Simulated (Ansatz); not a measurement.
Isolated molecules relaxed with PBE0-D4/def2-TZVP in Ansatz; ΔE leaves out vibrations. CCSD(T)/CBS adds triple-zeta CCSD(T) − MP2 to the extrapolated MP2 energy (def2 sets, frozen cores). This one scheme is used for every species. One conformer a species, not always the lowest.

Reaction (redistribution): `BSC` + `[SiH3][Al]([Cl])[Cl]` → `CSB[SiH3]` + `[Cl][AlH][Cl]`

`BSC`:

Z-matrix (Å, degrees):
```
C
S 1 1.809
H 1 1.090 2 109.0
H 1 1.088 2 109.9 3 -120.5
H 1 1.090 2 109.1 3 118.9
B 2 1.749 1 105.8 3 120.7
H 6 1.193 2 115.9 1 -180.0
H 6 1.194 2 121.2 1 0.0
```

`[SiH3][Al]([Cl])[Cl]`:

Cartesian coordinates in Å:
```
Si 0.584 0.612 0.757
Al -0.663 -0.685 -0.880
Cl -1.694 -2.414 -0.314
Cl -0.758 -0.141 -2.896
H 1.226 1.795 0.127
H -0.332 1.074 1.835
H 1.637 -0.241 1.371
```

`CSB[SiH3]`:

Cartesian coordinates in Å:
```
C -2.255 0.837 -0.186
S -1.078 -0.531 -0.043
B 0.516 0.177 0.025
Si 2.092 -1.057 0.187
H -2.938 0.806 0.663
H -2.826 0.717 -1.106
H -1.721 1.785 -0.200
H 0.635 1.367 -0.026
H 2.861 -0.744 1.425
H 1.701 -2.493 0.234
H 3.013 -0.864 -0.970
```

`[Cl][AlH][Cl]`:

Z-matrix (Å, degrees):
```
Al
Cl 1 2.082
Cl 1 2.082 2 118.2
H 1 1.563 2 120.9 3 180.0
```

| species | CCSD/def2-TZVPP energy (Eh) |
| --- | --- |
| `BSC` | -463.54509 |
| `[SiH3][Al]([Cl])[Cl]` | -1452.42276 |
| `CSB[SiH3]` | -753.79031 |
| `[Cl][AlH][Cl]` | -1162.16945 |

Q: Work out ΔE.

A: ΔE = (-753.79031) + (-1162.16945) − (-463.54509) − (-1452.42276) = 0.00809 Eh = +21.2 kJ/mol. CCSD(T)/CBS gives +20.1 kJ/mol.

Largest T1 diagnostic among the species: 0.015.

Leaving LDA and LC-ωPBE aside and taking each functional with its dispersion term where it has one, the values, not all of them listed here, spread over 14.6 kJ/mol, from B97M-V to HSE06-D4. LDA lies −4.0 kJ/mol from PBE without D4. At CCSD(T), def2-SVP lies −3.2 kJ/mol from the extrapolated value and def2-TZVPP +0.5 kJ/mol.
